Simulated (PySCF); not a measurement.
Compound: C8H13BO2.
Structure used (PBE0-D3(BJ)/def2-SVP), in Å, numbered top down from 1:
```
atom  x, y, z in Å
B1     4.291   -0.585    0.889
O2     3.828    0.112   -0.396
C3     2.612    0.345   -0.667
C4     1.530    0.042    0.160
C5     0.107    0.331   -0.231
C6    -0.699    1.202    0.782
C7    -1.939    0.381    1.152
C8    -2.172   -0.498   -0.073
C9    -0.757   -0.935   -0.434
C10    1.868   -0.539    1.387
O11    3.044   -0.820    1.758
H12    5.036    0.167    1.490
H13    4.759   -1.670    0.596
H14    2.436    0.836   -1.638
H15    0.149    0.874   -1.190
H16   -0.096    1.485    1.658
H17   -0.999    2.145    0.299
H18   -1.725   -0.263    2.023
H19   -2.804    1.005    1.422
H20   -2.603    0.104   -0.892
H21   -2.856   -1.340    0.109
H22   -0.427   -1.720    0.268
H23   -0.656   -1.355   -1.446
H24    1.080   -0.780    2.119
```

All values: PBE0/pcSseg-1 (PySCF, non-relativistic), on one gas-phase PBE0-D3(BJ)/def2-SVP geometry that isn't relaxed in the solvent. The solvent is an IEF-PCM continuum (cavity from Bondi-type radii × 1.2). The model holds no explicit solvent molecules, cavitation or dispersion.

```json
{"run": "gas", "E − E(gas) (kcal/mol)": "0.00", "HOMO (eV)": "-6.57", "HOMO–LUMO gap (eV)": "4.26", "dipole (D)": "5.37"}
{"run": "P", "E − E(gas) (kcal/mol)": "-5.00", "HOMO (eV)": "-6.62", "HOMO–LUMO gap (eV)": "4.43", "dipole (D)": "6.35"}
{"run": "Q", "E − E(gas) (kcal/mol)": "-6.97", "HOMO (eV)": "-6.63", "HOMO–LUMO gap (eV)": "4.49", "dipole (D)": "6.68"}
```

Q: The runs were made in acetonitrile and chloroform. Which run belongs to which solvent?

A: P = chloroform, Q = acetonitrile. The dielectric constants are 4.711 (chloroform), 35.69 (acetonitrile), and the energy falls further as ε rises. In this model the ground state sees the solvent through ε alone.

Q: How constant is the ratio of the lowering to (ε − 1)/(2ε + 1)?

A: 
```csv
solvent,(ε − 1)/(2ε + 1),E − E(gas) (kcal/mol),ratio (kcal/mol),polarisation term (kcal/mol)
chloroform,0.356,-5.00,-14.1,-5.79
acetonitrile,0.479,-6.97,-14.5,-8.48
```

The ratio changes by +3.4 % in size from chloroform to acetonitrile. The polarisation term is half the interaction of the solute with the induced surface charges.
